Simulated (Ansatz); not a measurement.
Gas-phase reaction 2 R1 + R2 → P1 + P2 + P3, each structure at its B3LYP-D3(BJ)/def2-TZVP stationary point, reached from a drawn start (curvature not checked).
P1: CH4 (SMILES C), charge 0, multiplicity 1.
R1: H2 (SMILES [H][H]), charge 0, multiplicity 1.
P2: HF (SMILES F), charge 0, multiplicity 1.
P3, SiH4 (SMILES [SiH4]) (charge 0, multiplicity 1, Z-matrix in Å and degrees):
```
Si
H 1 1.4803
H 1 1.4803 2 109.47
H 1 1.4803 2 109.47 3 120.00
H 1 1.4803 2 109.47 3 -120.00
```
R2: CH5FSi (SMILES C[SiH2]F), charge 0, multiplicity 1.

P less R. No zero-point or thermal terms.

Frozen-core correlation throughout.

Codes used: Ansatz (an electronic-structure program) with Gaussian orbitals. No computed number here is a measurement.

One of these levels gives 17.22 kcal/mol for the reaction energy. Which one is it?
(A) B97M-V/def2-TZVPP
(B) HF/cc-pV(T+d)Z
(C) CCSD(T)/cc-pV(D+d)Z

B, HF/cc-pV(T+d)Z. The others give 21.36 (B97M-V/def2-TZVPP), 13.42 (CCSD(T)/cc-pV(D+d)Z)
